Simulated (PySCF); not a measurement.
Coordinates in bohr (charge -1 multiplicity 1):
```
I     0.0000    0.0000   -1.3759
Se    4.0717    0.0000    1.0926
Se   -4.0717    0.0000    1.0926
```

All numbers come from PBE0 in PySCF with I def2-SVPD with ECP28, Se def2-SVPD; scalar-relativistic core potentials, no spin–orbit coupling; density-fitted integrals.

This geometry of ISe₂⁻ is a stationary point at this level.

(1) What is the point group?

(2) Is it a minimum?

(3) List the harmonic modes with their infrared intensities.

(4) What are the dipole moment and the gap between the highest occupied and lowest empty levels?

(5) Give the atomic charges and bond orders.

Results:

(1) C2v.

(2) Yes: all harmonic wavenumbers are real.

(3) 
```csv
symmetry,ω (cm⁻¹),IR (km/mol)
a1,75,0.9
a1,225,0.3
b2,241,38.3
```

(4) 2.80 D about the centre of mass and 2.64 eV.

(5) 
| atom | Mulliken | Löwdin | polar tensor | Mayer order to I1 |
| --- | --- | --- | --- | --- |
| I1 | 0.26 | 0.05 | 0.33 | – |
| Se2,3 | -0.63 | -0.53 | -0.67 | 1.06 |

Other isomers or separated fragments may lie lower. The lowest empty level of this anion is unbound, so it and the gap depend on the basis.
